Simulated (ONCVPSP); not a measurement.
# What one change does to a pseudopotential (Cu, ONCV)

ONCVPSP 4.0.1 input, shortened (lines: element, Z, core and valence counts, functional; n l f; lmax; l rc ep ncon nbas qcut; lloc lpopt rc5 dvloc0; l nproj debl; icmod fcfact rcfact), PBE, scalar-relativistic:

```
  Cu 29.00    3    4        4      upf
    1    0    2.00
    2    0    2.00
    2    1    6.00
    3    0    2.00
    3    1    6.00
    3    2   10.00
    4    0    1.00
    2
    0    1.25    0.00    3    6   11.00
    1    1.00    0.00    4    8   14.00
    2    1.20    0.00    4    9   13.40
    4    3    0.70    4.00
    0    2    2.30
    1    2    1.70
    2    1    1.50
    3    3.75    1.40
```

In the p channel the program set the typed energies aside and used -2.651, 0.250 Ha.

All-electron outer shells of the reference configuration (PBE, scalar-relativistic, ld1.x):

```csv
shell,level (eV),outermost node (bohr),outermost maximum (bohr)
2p,-916.98,–,0.16
3s,-114.70,0.29,0.61
3p,-72.14,0.26,0.62
3d,-5.04,–,0.60
4s,-4.61,0.89,2.27
```

Change: s: qcut 9.9; p: qcut 12.7; d: qcut 12.1.

Cutoffs: the cutoffs (Ha) at which the residual kinetic energy of the hardest occupied pseudo-wave falls to 1 and 0.1 mHa per electron; they do not see the model core or the augmentation charge, which bear on the density cutoff. Errors are all-electron minus pseudo energies relative to the spin-unpolarised reference configuration.

Q: What does the change do?

A: The potential gets softer (70 Ha and 79 Ha → 62 Ha and 71 Ha); of the 3 tests that both files solve, the error grows in 1 and shrinks in 0 by more than 15 % and 0.3 meV (median size 2.9 → 3.1 meV); neither file shows a bound ghost.

| quantity | base | changed |
| --- | --- | --- |
| cutoff, loose | 70 Ha | 62 Ha |
| cutoff, tight | 79 Ha | 71 Ha |
| loose cutoff by channel | s 38 Ha, p 45 Ha, d 70 Ha | s 30 Ha, p 46 Ha, d 62 Ha |
| bound ghosts | none | none |
| GHOST(+) flags under 300 eV | none | none |
| tests with a reliable result | 3 of 4 | 3 of 4 |
| error for 3s2 3p6 3d10 4s0, meV [ΔE 8.15 eV] | +2.9 | +3.1 |
| error for 3s2 3p6 3d9 4s0, meV [ΔE 29.48 eV] | -5.7 | -7.0 |
| error for 3s2 3p6 3d10 4s0 4p1, meV [ΔE 4.14 eV] | +1.5 | +1.5 |
| s: phases at 1.27 bohr within 0.05 rad from the reference energy up to (Ha; the scan ends near 5) | to the end of the scan | to the end of the scan |
| p: phases at 1.01 bohr within 0.05 rad from the reference energy up to (Ha; the scan ends near 5) | to the end of the scan | to the end of the scan |
| d: phases at 1.21 bohr within 0.05 rad from the reference energy up to (Ha; the scan ends near 5) | 2.7 | 2.5 |
| rms error of d²Exc/dni dnj with the model core, mHa | 1.51 | 1.45 |
